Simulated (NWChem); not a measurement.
System: cyclopentanone (C5H8O); SMILES C1CC(CC1)=O

Excerpt of the output:

```
             Northwest Computational Chemistry Package (NWChem) 7.3.0
             --------------------------------------------------------

 C2  symmetry detected

                             Geometry "geometry" -> ""
                             -------------------------

 Output coordinates in angstroms (scale by  1.889725989 to convert to a.u.)

  No.       Tag          Charge          X              Y              Z
 ---- ---------------- ---------- -------------- -------------- --------------
    1 O                    8.0000     0.00000000     0.00000000     2.12464848
    2 C                    6.0000     0.00000000     0.00000000     0.92259448
    3 C                    6.0000     0.12512287     1.22816249     0.02859348
    4 C                    6.0000    -0.22293706     0.73501345    -1.37302252
    5 C                    6.0000     0.22293706    -0.73501345    -1.37302252
    6 C                    6.0000    -0.12512287    -1.22816249     0.02859348
    7 H                    1.0000    -0.48792090     2.05516422     0.41493948
    8 H                    1.0000     1.17755860     1.55947572     0.08966848
    9 H                    1.0000     0.24853678     1.32304526    -2.17365352
   10 H                    1.0000    -1.31328714     0.79274747    -1.53075752
   11 H                    1.0000     1.31328714    -0.79274747    -1.53075752
   12 H                    1.0000    -0.24853678    -1.32304526    -2.17365352
   13 H                    1.0000    -1.17755860    -1.55947572     0.08966848
   14 H                    1.0000     0.48792090    -2.05516422     0.41493948

 Effective nuclear repulsion energy (a.u.)     235.7889191046

      Symmetry information
      --------------------

 Group name             C2
 Group number              4
 Group order               2
 No. of unique centers     8

                                Z-matrix (autoz)
                                --------

 Units are Angstrom for bonds and degrees for angles

[...]

      ----------------------
      Optimization converged
      ----------------------

  Step       Energy      Delta E   Gmax     Grms     Xrms     Xmax
  ---- ---------------- -------- -------- -------- -------- --------
@    4    -270.56799786 -1.7D-06  0.00009  0.00003  0.00071  0.00139
                                     ok       ok       ok       ok

                                Z-matrix (autoz)
                                --------

 Units are Angstrom for bonds and degrees for angles

[...]

 Rotational Constants
 --------------------
 A=   0.219625 cm-1  (  0.315984 K)
 B=   0.110880 cm-1  (  0.159528 K)
 C=   0.079563 cm-1  (  0.114471 K)

 Temperature                      =   298.15K
 frequency scaling parameter      =   1.0000

 Zero-Point correction to Energy  =   76.444 kcal/mol  (  0.121822 au)
 Thermal correction to Energy     =   79.922 kcal/mol  (  0.127364 au)
 Thermal correction to Enthalpy   =   80.515 kcal/mol  (  0.128308 au)

 Total Entropy                    =   73.445 cal/mol-K
   - Translational                =   39.183 cal/mol-K (mol. weight =  84.0575)
   - Rotational                   =   24.835 cal/mol-K (symmetry #  =        2)
   - Vibrational                  =    9.427 cal/mol-K

 Cv (constant volume heat capacity) =   20.501 cal/mol-K
   - Translational                  =    2.979 cal/mol-K
   - Rotational                     =    2.979 cal/mol-K
   - Vibrational                    =   14.542 cal/mol-K

[normal modes left out]

 ----------------------------------------------------------------------------
 Normal Eigenvalue ||           Projected Infra Red Intensities
  Mode   [cm**-1]  || [atomic units] [(debye/angs)**2] [(KM/mol)] [arbitrary]
 ------ ---------- || -------------- ----------------- ---------- -----------
    1       -0.000 ||    0.000886           0.020         0.864       0.665
    2       -0.000 ||    0.001483           0.034         1.446       1.114
    3       -0.000 ||    0.000904           0.021         0.881       0.679
    4       -0.000 ||    0.000773           0.018         0.754       0.581
    5       -0.000 ||    0.000033           0.001         0.032       0.025
    6       -0.000 ||    0.000006           0.000         0.006       0.004
    7       97.718 ||    0.005155           0.119         5.025       3.871
    8      233.187 ||    0.000073           0.002         0.071       0.055
    9      449.522 ||    0.004349           0.100         4.240       3.266
   10      469.288 ||    0.004008           0.092         3.908       3.010
   11      564.954 ||    0.005032           0.116         4.906       3.779
   12      585.966 ||    0.002774           0.064         2.704       2.083
   13      713.229 ||    0.001288           0.030         1.256       0.967
   14      814.999 ||    0.000918           0.021         0.895       0.689
   15      849.333 ||    0.010715           0.247        10.446       8.047
   16      901.316 ||    0.000233           0.005         0.227       0.175
   17      932.104 ||    0.000982           0.023         0.957       0.737
   18      975.672 ||    0.009884           0.228         9.636       7.423
   19      975.886 ||    0.000137           0.003         0.134       0.103
   20     1039.278 ||    0.000632           0.015         0.616       0.474
   21     1159.022 ||    0.080272           1.852        78.253      60.280
   22     1178.048 ||    0.002633           0.061         2.566       1.977
   23     1184.895 ||    0.000432           0.010         0.421       0.325
   24     1234.878 ||    0.000011           0.000         0.010       0.008
   25     1266.177 ||    0.000903           0.021         0.880       0.678
   26     1313.354 ||    0.005123           0.118         4.995       3.847
   27     1324.033 ||    0.000673           0.016         0.656       0.506
   28     1360.185 ||    0.004626           0.107         4.509       3.474
   29     1360.980 ||    0.000719           0.017         0.701       0.540
   30     1480.502 ||    0.000126           0.003         0.123       0.095
   31     1480.641 ||    0.016849           0.389        16.425      12.652
   32     1524.892 ||    0.003951           0.091         3.852       2.967
   33     1538.195 ||    0.000826           0.019         0.805       0.620
   34     1847.950 ||    0.216363           4.992       210.922     162.476
   35     3038.586 ||    0.008017           0.185         7.815       6.020
   36     3039.368 ||    0.005279           0.122         5.147       3.965
   37     3049.432 ||    0.022858           0.527        22.283      17.165
   38     3055.980 ||    0.042857           0.989        41.779      32.183
   39     3108.000 ||    0.025007           0.577        24.378      18.779
   40     3112.112 ||    0.032537           0.751        31.718      24.433
   41     3119.194 ||    0.007338           0.169         7.154       5.511
   42     3120.198 ||    0.031632           0.730        30.836      23.754
 ----------------------------------------------------------------------------
```

Level: B3LYP/6-31G* (spherical d). B3LYP is NWChem's, with the RPA form of VWN correlation.

Question: Write an input that gives this output.

Answer: Several could match; the one computed here: the input that was run:
```
start job
memory heap 200 mb stack 900 mb global 1100 mb
geometry units angstroms
  O      0.000000     0.000000     2.124331
  C      0.000000     0.000000     0.922277
  C      0.123378     1.228339     0.028276
  C     -0.223981     0.734696    -1.373340
  C      0.223981    -0.734696    -1.373340
  C     -0.123378    -1.228339     0.028276
  H     -0.490840     2.054469     0.414622
  H      1.175342     1.561147     0.089351
  H      0.246657     1.323397    -2.173971
  H     -1.314412     0.790881    -1.531075
  H      1.314412    -0.790881    -1.531075
  H     -0.246657    -1.323397    -2.173971
  H     -1.175342    -1.561147     0.089351
  H      0.490840    -2.054469     0.414622
end
basis spherical
  * library 6-31g*
end
dft
  xc b3lyp
  iterations 150
end
driver
  maxiter 120
end
task dft optimize
task dft freq
```
